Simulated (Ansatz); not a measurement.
Basis-set extrapolation for H6OSi3, SMILES `O1[SiH2][SiH2][SiH2]1` (PBE0-D4/def2-TZVP geometry, frozen core, Ansatz 0.2.0). Multiplicity 1, RHF reference.

```
                      def2-TZVPP   def2-QZVPP
                 HF  -945.281727  -945.312568
    MP2 correlation    -0.596885    -0.643670
CCSD(T) correlation    -0.674530      not run
```

Energies in hartree. Use E(X) = E(∞) + A·exp(−7.88·√X) for Hartree–Fock and E(X) = E(∞) + B·X^(−2.97) for correlation, with X = 3 and 4, and add CCSD(T) minus MP2 of the smaller set to the MP2 limit.

Question: What is the CCSD(T) energy at the basis-set limit?

Answer: HF limit: -945.312568 + (-0.030841) × 0.13774 = -945.31682. MP2 limit: -0.643670 + (-0.046785) × 0.74074 = -0.67833. Higher-order term: -0.674530 − (-0.596885) = -0.07764. Total: -946.07279 hartree, 306.0 kJ/mol below CCSD(T)/def2-TZVPP.
